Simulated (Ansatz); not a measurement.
Stepwise reaction of `[OH][Sc]([OH])[F]` with ammonia, as a gas-phase model of exchange steps in deposition or etching. ΔE in kJ/mol; ΔG adds harmonic PBE0-D4 terms to CCSD(T)/CBS, at 1 bar.

Isolated molecules relaxed with PBE0-D4/def2-TZVP in Ansatz; ΔE leaves out vibrations. CCSD(T)/CBS adds triple-zeta CCSD(T) − MP2 to the extrapolated MP2 energy (def2 sets, frozen cores). This one scheme is used for every species. DFT in def2-TZVPP. B3LYP here is the variant with VWN-RPA as its local correlation; programs differ in this. For Sc outer-core shells are correlated without core-valence functions, which leaves a few kJ/mol of doubt a bond. Scalar relativity is left out up to krypton. One conformer a species, not always the lowest.

```csv
step,reaction,PBE-D4,B3LYP-D4,ωB97M-V,CCSD(T)/CBS,ΔG(500 K)
1,`[OH][Sc]([OH])[F]` + NH₃ → `[NH2][Sc]([OH])[F]` + H₂O,64.2,68.2,68.9,67.8,66.4
```

Problem. Give the row of step 2, `[NH2][Sc]([OH])[F]` + NH₃ → `[NH2][Sc]([NH2])[F]` + H₂O. (An estimate is asked.)

Solution. The calculation gave: 
```tsv
step	reaction	PBE-D4	B3LYP-D4	ωB97M-V	CCSD(T)/CBS	ΔG(500 K)
2	`[NH2][Sc]([OH])[F]` + NH₃ → `[NH2][Sc]([NH2])[F]` + H₂O	71.7	75.0	75.4	73.3	72.5
```

Problem. By hand: ΔE of the 2 steps together at CCSD(T)/CBS.

Solution. (67.8) + (73.3) = 141.1 kJ/mol, or 70.5 kJ/mol a step.

In ΔE each step is higher than the one before. All are uphill at CCSD(T)/CBS. ΔG lies between 66.4 and 72.5 kJ/mol a step. PBE-D4 differs from CCSD(T)/CBS by -3.6 to -1.6 kJ/mol a step. Isolated molecules leave out the surface, adducts and barriers. Largest T1 diagnostic: 0.016.
